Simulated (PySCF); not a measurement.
# Electric field gradients and quadrupole coupling constants

Species: C5H14O2Si2.
Structure used (GFN2-xTB), in Å, numbered top down from 1:
```
atom  x, y, z in Å
C1    -3.157    0.485    0.196
C2    -1.893    1.187   -0.300
O3    -0.713    0.641    0.225
C4    -0.261   -0.566   -0.415
C5     0.365   -1.462    0.656
C6     1.556   -0.781    1.332
Si7    2.723   -0.045   -0.001
O8     3.372    1.389    0.436
Si9    1.112   -0.019   -1.651
H10   -3.187    0.504    1.283
H11   -3.180   -0.552   -0.133
H12   -4.036    0.992   -0.193
H13   -1.862    1.174   -1.399
H14   -1.901    2.231    0.033
H15   -1.112   -1.089   -0.862
H16    0.689   -2.389    0.174
H17   -0.390   -1.719    1.405
H18    1.176    0.019    1.970
H19    2.054   -1.496    1.989
H20    3.950   -0.823   -0.158
H21    2.819    2.121    0.698
H22    0.670    1.238   -2.272
H23    1.202   -1.013   -2.731
```

Field gradients from the PBE0/pcSseg-1 density (PySCF, non-relativistic), principal values in atomic units, ordered |Vxx| ≤ |Vyy| ≤ |Vzz|:

| atom | Vxx | Vyy | Vzz |
| --- | --- | --- | --- |
| O3 | -0.0248 | -1.9565 | 1.9812 |
| O8 | -0.3561 | -1.1520 | 1.5081 |

Q: Find the asymmetry η = (Vxx − Vyy)/Vzz and the couplings χ = eQV/h (234.96 MHz × Q in barn × V in au), with Q(17O) = −0.0256 b.

A: 
```json
{"atom": "O3", "environment": "ether oxygen", "nucleus": "17O", "η": "0.97", "χzz (MHz)": "-11.92", "χxx (MHz)": "0.15", "χyy (MHz)": "11.77"}
{"atom": "O8", "environment": "silanol oxygen", "nucleus": "17O", "η": "0.53", "χzz (MHz)": "-9.07", "χxx (MHz)": "2.14", "χyy (MHz)": "6.93"}
```

At O3 η is above 0.9: Vyy and Vzz are nearly equal in size and opposite in sign, so a small change could swap them and flip the sign of χzz. The tensor is traceless: Vxx + Vyy + Vzz = 0.

Q: What is Vzz at O3 in SI units (1 au = 9.71736 × 10²¹ V/m²)?

A: 1.9812 au = 19.252 × 10²¹ V/m².

Q: And the gradient at the other heavy atoms, for which no coupling is worked out here?

A: 
```csv
atom,environment,Vzz (au),η
C1,methyl carbon,0.043,0.58
C2,sp3 carbon bound to oxygen,0.362,0.22
C4,sp3 carbon bound to oxygen,0.409,0.23
C5,ring CH2 carbon,-0.053,0.85
C6,sp3 carbon bound to silicon,0.077,0.83
Si7,oxygen-bound silicon,0.366,0.95
Si9,SiH2 silicon,-0.193,0.49
```

Q: What couplings would deuterons (Q(2H) = 0.00286 b) have in place of the hydrogens, at this geometry?

A: 
| atom | bonded to | bond length (Å) | Vzz (au) | η | χzz (kHz) |
| --- | --- | --- | --- | --- | --- |
| H10 | C1 | 1.087 | 0.3149 | 0.01 | 212 |
| H11 | C1 | 1.088 | 0.3148 | 0.02 | 212 |
| H12 | C1 | 1.087 | 0.3174 | 0.02 | 213 |
| H13 | C2 | 1.100 | 0.2818 | 0.08 | 189 |
| H14 | C2 | 1.095 | 0.2922 | 0.06 | 196 |
| H15 | C4 | 1.095 | 0.2974 | 0.11 | 200 |
| H16 | C5 | 1.094 | 0.3013 | 0.01 | 202 |
| H17 | C5 | 1.094 | 0.3016 | 0.02 | 203 |
| H18 | C6 | 1.092 | 0.3110 | 0.01 | 209 |
| H19 | C6 | 1.090 | 0.3164 | 0.03 | 213 |
| H20 | Si7 | 1.462 | 0.1638 | 0.02 | 110 |
| H21 | O8 | 0.954 | 0.5112 | 0.06 | 344 |
| H22 | Si9 | 1.470 | 0.1623 | 0.02 | 109 |
| H23 | Si9 | 1.471 | 0.1613 | 0.03 | 108 |

Isolated species at its GFN2-xTB geometry (one conformer only). GFN2-xTB bond lengths can be off by several hundredths of an ångström, more for odd bonds, and the gradients follow them. These gradients aren't converged with respect to the basis.
